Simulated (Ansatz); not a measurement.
Total energies of C6H18FN3Ti (`C[N](C)[Ti]([F])([N](C)C)[N](C)C`).

```xyz
29

C    -0.1666    2.4988   -0.8905
N     0.7119    1.3634   -0.8301
C     1.7981    1.4303   -1.7790
Ti    0.7232   -0.1389    0.3049
F     2.3638   -0.4533    0.9963
N     0.0948   -1.5939   -0.7114
C    -0.4836   -1.6530   -2.0253
C     0.2623   -2.8921   -0.1021
N    -0.5582    0.1827    1.6464
C    -1.8720   -0.3617    1.8517
C    -0.1485    1.0948    2.6880
H    -0.9552    2.4078   -0.1429
H     0.3749    3.4394   -0.7099
H    -0.6423    2.5852   -1.8788
H     2.4169    2.3258   -1.6261
H     2.4557    0.5594   -1.6838
H     1.4281    1.4519   -2.8144
H     0.1250   -2.2641   -2.7084
H    -0.5702   -0.6507   -2.4464
H    -1.4886   -2.1003   -2.0010
H     0.7268   -2.8042    0.8860
H    -0.7028   -3.4021    0.0320
H     0.9048   -3.5461   -0.7085
H    -2.6356    0.4302    1.8690
H    -1.9424   -0.8987    2.8095
H    -2.1239   -1.0563    1.0496
H    -0.1465    0.6106    3.6748
H     0.8653    1.4677    2.5058
H    -0.8151    1.9676    2.7448
```

Total charge 0; spin multiplicity 1. Correlated methods include outer-core shells of Ti, which these sets cover unevenly. Scalar relativity is left out up to krypton. The geometry is a stationary point of PBE0-D4/def2-TZVP. It is one conformer, not always the lowest. Basis def2-TZVPP, Ansatz 0.2.0.

RPA on PBE orbitals: Hartree–Fock energy of these orbitals -1349.00399 Eh, correlation -3.87223 Eh (frozen core).

```json
{"functional": "CAM-B3LYP", "kind": "range-separated hybrid", "energy without D4 (Eh)": "-1353.17630", "D4 term (kJ/mol)": "-70.7"}
{"functional": "LC-ωPBE", "kind": "long-range corrected hybrid", "energy without D4 (Eh)": "-1352.89284", "D4 term (kJ/mol)": "–"}
```

Q: Give the same for LDA (SPW92), PBE, revPBE, BLYP, r2SCAN, B97M-V, PBE0, B3LYP, r2SCANh, r2SCAN0, HSE06 (plane-wave form), BHLYP, ωB97X-V, ωB97M-V, B2PLYP, PBE-QIDH. (An estimate is asked.)

A: The calculation gave: 
```csv
functional,kind,energy without D4 (Eh),D4 term (kJ/mol)
LDA (SPW92),LDA,-1347.14006,–
PBE,GGA,-1352.54846,-79.8
revPBE,GGA,-1353.13152,-230.0
BLYP,GGA,-1353.22216,-167.2
r2SCAN,meta-GGA,-1353.08850,-23.6
B97M-V,meta-GGA with VV10,-1353.12506,–
PBE0,"global hybrid, 25 % exact exchange",-1352.59614,-69.3
B3LYP,"global hybrid, 20 %",-1353.42066,-124.8
r2SCANh,"meta-GGA hybrid, 10 %",-1353.04532,-24.9
r2SCAN0,"meta-GGA hybrid, 25 %",-1352.98491,-27.1
HSE06 (plane-wave form),screened hybrid,-1352.56044,-64.9
BHLYP,"global hybrid, 50 %",-1353.03860,-94.7
ωB97X-V,range-separated hybrid GGA with VV10,-1353.10639,–
ωB97M-V,range-separated hybrid meta-GGA with VV10,-1353.08784,–
B2PLYP,double hybrid,-1352.81416,–
PBE-QIDH,double hybrid,-1352.42028,–
```

B3LYP takes the VWN-RPA correlation (the form of Gaussian; ORCA's B3LYP/G). HSE06 is the plane-wave form, built on full-range PBE exchange. The double hybrids freeze the cores in their second-order part.

LC-ωPBE has ω = 0.4 bohr⁻¹.
